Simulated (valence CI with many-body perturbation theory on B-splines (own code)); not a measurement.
E1 transitions of Ag42+

Method: relativistic CI+MBPT: three valence electrons over a frozen Dirac-Fock core [He], radial functions for each j: 11 s, 11 p, 9 d, 7 f, 5 g, 2 h, 1 i, with the one-electron correlation potential Σ1, the two-electron term Σ2, the three-electron term Σ3, Breit, model QED; selected CI, second order for the rest (own B-spline code, finite nucleus).

The last digits are not significant, and no measured levels were compared; by estimate large intervals hold to a few tenths of a per cent, small ones and those within an open d or f shell to about a per cent.

Lines 201 to 250 of 272 in falling wavelength, among levels below 35561 × 10³ cm⁻¹, chosen from the strongest by gf and those to the six lowest levels. Wavelengths and rates use the calculated energies. Electric multipoles are in the length gauge, E1 and E2 with the static RPA response of the core. Weak lines are less certain than strong ones. Lines between different terms over intervals too small for the method are left out, as are lines whose strength nearly cancels. The highest levels of a list are the least certain.

Levels are named by their leading jj configuration (3d3/2^4 stands for four electrons in 3d with j = 3/2), which in mixed levels can hold well under half, so a name can repeat and another be missing. Letters in brackets count levels of one name in rising energy.

| λ vac (Å) | Upper | Lower | A (s⁻¹) | S (a.u.) |
| --- | --- | --- | --- | --- |
| 3.144 | (2s 2p3/2 3d3/2) J=3/2 [a] | (2s 2p1/2 2p3/2) J=3/2 [a] | 1.92e+14 | 1.18e-02 |
| 3.144 | (2s 2p1/2 3d5/2) J=3/2 | (2s 2p1/2^2) J=1/2 | 5.15e+12 | 3.16e-04 |
| 3.143 | (2s 2p3/2 3p1/2) J=3/2 [a] | (2s^2 2p3/2) J=3/2 | 2.38e+13 | 1.46e-03 |
| 3.143 | (2s 2p3/2 3d3/2) J=1/2 [a] | (2s 2p1/2 2p3/2) J=3/2 [a] | 2.57e+14 | 7.88e-03 |
| 3.143 | (2s 2p3/2 3d5/2) J=7/2 [a] | (2s 2p1/2 2p3/2) J=5/2 | 2.15e+13 | 2.63e-03 |
| 3.141 | (2s 2p3/2 3p1/2) J=5/2 | (2s^2 2p3/2) J=3/2 | 5.43e+13 | 4.98e-03 |
| 3.139 | (2s 2p3/2 3d5/2) J=5/2 [b] | (2s 2p1/2 2p3/2) J=3/2 [b] | 5.58e+12 | 5.11e-04 |
| 3.137 | (2s 2p1/2 3p1/2) J=3/2 | (2s^2 2p1/2) J=1/2 | 1.00e+12 | 6.12e-05 |
| 3.137 | (2s 2p3/2 3d5/2) J=3/2 [b] | (2s 2p1/2 2p3/2) J=3/2 [b] | 1.24e+12 | 7.54e-05 |
| 3.135 | (2p1/2 2p3/2 3p1/2) J=3/2 [b] | (2s 2p1/2 2p3/2) J=3/2 [b] | 1.88e+13 | 1.14e-03 |
| 3.127 | (2p1/2 2p3/2 3p1/2) J=3/2 [a] | (2s 2p1/2 2p3/2) J=5/2 | 5.59e+12 | 3.37e-04 |
| 3.124 | (2s 2p3/2 3d3/2) J=5/2 [b] | (2s 2p1/2 2p3/2) J=5/2 | 1.26e+13 | 1.13e-03 |
| 3.122 | (2s 2p1/2 3p1/2) J=1/2 [b] | (2s^2 2p1/2) J=1/2 | 3.10e+13 | 9.31e-04 |
| 3.121 | (2p1/2^2 3p1/2) J=1/2 | (2s 2p1/2^2) J=1/2 | 2.40e+13 | 7.20e-04 |
| 3.118 | (2p1/2 2p3/2 3p3/2) J=5/2 [a] | (2s 2p1/2 2p3/2) J=3/2 [b] | 2.83e+12 | 2.54e-04 |
| 3.117 | (2p1/2 2p3/2 3p3/2) J=1/2 [a] | (2s 2p1/2 2p3/2) J=1/2 | 4.35e+13 | 1.30e-03 |
| 3.115 | (2p1/2 2p3/2 3p3/2) J=1/2 [a] | (2s 2p1/2 2p3/2) J=3/2 [b] | 8.93e+12 | 2.66e-04 |
| 3.114 | (2s 2p3/2 3d5/2) J=1/2 | (2s 2p1/2 2p3/2) J=3/2 [a] | 2.22e+12 | 6.62e-05 |
| 3.114 | (2p1/2 2p3/2 3p1/2) J=5/2 | (2s 2p1/2 2p3/2) J=5/2 | 1.55e+13 | 1.38e-03 |
| 3.113 | (2p1/2 2p3/2 3p3/2) J=3/2 [a] | (2s 2p1/2 2p3/2) J=1/2 | 2.81e+13 | 1.68e-03 |
| 3.113 | (2s 2p3/2 3d5/2) J=7/2 [b] | (2s 2p1/2 2p3/2) J=5/2 | 4.86e+12 | 5.79e-04 |
| 3.111 | (2p1/2 2p3/2 3p3/2) J=3/2 [a] | (2s 2p1/2 2p3/2) J=3/2 [b] | 2.51e+13 | 1.49e-03 |
| 3.109 | (2p1/2 2p3/2 3p1/2) J=1/2 | (2s 2p1/2 2p3/2) J=3/2 [a] | 2.47e+13 | 7.32e-04 |
| 3.105 | (2p1/2 2p3/2 3p1/2) J=3/2 [a] | (2s 2p1/2 2p3/2) J=3/2 [a] | 1.80e+13 | 1.06e-03 |
| 3.104 | (2s 2p3/2 3p3/2) J=3/2 | (2s^2 2p3/2) J=3/2 | 8.17e+13 | 4.82e-03 |
| 3.103 | (2s 2p3/2 3d3/2) J=5/2 [b] | (2s 2p1/2 2p3/2) J=3/2 [a] | 2.95e+12 | 2.61e-04 |
| 3.103 | (2p1/2 2p3/2 3p3/2) J=3/2 [b] | (2s 2p1/2 2p3/2) J=1/2 | 1.87e+13 | 1.10e-03 |
| 3.101 | (2p1/2 2p3/2 3p1/2) J=3/2 [b] | (2s 2p1/2 2p3/2) J=5/2 | 4.91e+13 | 2.89e-03 |
| 3.101 | (2s 2p1/2 3p3/2) J=3/2 [a] | (2s^2 2p1/2) J=1/2 | 3.08e+13 | 1.82e-03 |
| 3.100 | (2p1/2 2p3/2 3p3/2) J=3/2 [b] | (2s 2p1/2 2p3/2) J=3/2 [b] | 2.50e+13 | 1.47e-03 |
| 3.100 | (2p1/2^2 3d3/2) J=3/2 | (2s^2 2p3/2) J=3/2 | 2.38e+12 | 1.40e-04 |
| 3.100 | (2s 2p3/2 3p1/2) J=1/2 | (2s^2 2p3/2) J=3/2 | 3.04e+13 | 8.95e-04 |
| 3.097 | (2s 2p3/2 3p1/2) J=3/2 [b] | (2s^2 2p3/2) J=3/2 | 9.70e+12 | 5.69e-04 |
| 3.097 | (2s 2p3/2 3d3/2) J=3/2 [b] | (2s 2p1/2 2p3/2) J=3/2 [a] | 1.61e+12 | 9.43e-05 |
| 3.095 | (2p1/2 2p3/2 3p3/2) J=5/2 [b] | (2s 2p1/2 2p3/2) J=3/2 [b] | 3.46e+13 | 3.03e-03 |
| 3.094 | (2s 2p3/2 3p3/2) J=5/2 [a] | (2s^2 2p3/2) J=3/2 | 6.43e+13 | 5.64e-03 |
| 3.093 | (2s 2p3/2 3p3/2) J=1/2 [a] | (2s^2 2p3/2) J=3/2 | 1.15e+14 | 3.35e-03 |
| 3.091 | (2s 2p1/2 3p3/2) J=1/2 | (2s^2 2p1/2) J=1/2 | 9.16e+13 | 2.67e-03 |
| 3.085 | (2s 2p3/2 3s) J=3/2 [b] | (2s 2p1/2^2) J=1/2 | 9.55e+11 | 5.54e-05 |
| 3.085 | (2s 2p1/2 3p3/2) J=3/2 [b] | (2s^2 2p1/2) J=1/2 | 7.07e+13 | 4.10e-03 |
| 3.085 | (2p1/2 2p3/2 3p3/2) J=1/2 [b] | (2s 2p1/2 2p3/2) J=3/2 [b] | 5.15e+13 | 1.49e-03 |
| 3.084 | (2p1/2 2p3/2 3p3/2) J=5/2 [a] | (2s 2p1/2 2p3/2) J=5/2 | 2.60e+12 | 2.26e-04 |
| 3.081 | (2p1/2^2 3d5/2) J=5/2 | (2s^2 2p3/2) J=3/2 | 9.67e+11 | 8.38e-05 |
| 3.080 | (2p1/2 2p3/2 3p1/2) J=3/2 [b] | (2s 2p1/2 2p3/2) J=3/2 [a] | 5.73e+12 | 3.31e-04 |
| 3.078 | (2p1/2 2p3/2 3p3/2) J=3/2 [a] | (2s 2p1/2 2p3/2) J=5/2 | 7.40e+12 | 4.26e-04 |
| 3.074 | (2p1/2 2p3/2 3p3/2) J=7/2 | (2s 2p1/2 2p3/2) J=5/2 | 5.89e+13 | 6.75e-03 |
| 3.072 | (2p1/2^2 3p3/2) J=3/2 | (2s 2p1/2^2) J=1/2 | 5.90e+13 | 3.37e-03 |
| 3.067 | (2p1/2 2p3/2 3p3/2) J=3/2 [b] | (2s 2p1/2 2p3/2) J=5/2 | 1.02e+13 | 5.83e-04 |
| 3.064 | (2p1/2 2p3/2 3p3/2) J=5/2 [a] | (2s 2p1/2 2p3/2) J=3/2 [a] | 5.70e+13 | 4.85e-03 |
| 3.064 | (2s 2p3/2 3p3/2) J=5/2 [b] | (2s^2 2p3/2) J=3/2 | 1.64e+13 | 1.40e-03 |
